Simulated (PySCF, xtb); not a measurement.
BH₂O₃, SMILES OB([O-])O, charge -1.

The structure is a stationary point at B3LYP-D3(BJ)/def2-SVPD. One conformer was computed; it need not be the lowest.

The numbers are results of C-PCM-ωB97X/def2-SVPD in PySCF 2.14.0, not measurements.

The values are the electrostatic part of the solvation free energy, E(continuum) − E(gas) at the gas-phase geometry, in a cavity of scaled van der Waals radii (PySCF's table); cavitation and dispersion terms are not included. In vacuum the orbital gap is 9.25 eV.

| solvent | ε | ΔG(elec) (kcal/mol) | gap (eV) |
|---|---|---|---|
| water | 78.36 | -69.2 | 10.80 |
| acetonitrile | 35.69 | -68.1 | 10.78 |
| cyclohexanone | 15.62 | -65.5 | 10.72 |

For comparison, GFN2-xTB/ALPB(water) (xtb, at the GFN2-xTB geometry, all terms of that model) gives -70.8 kcal/mol.
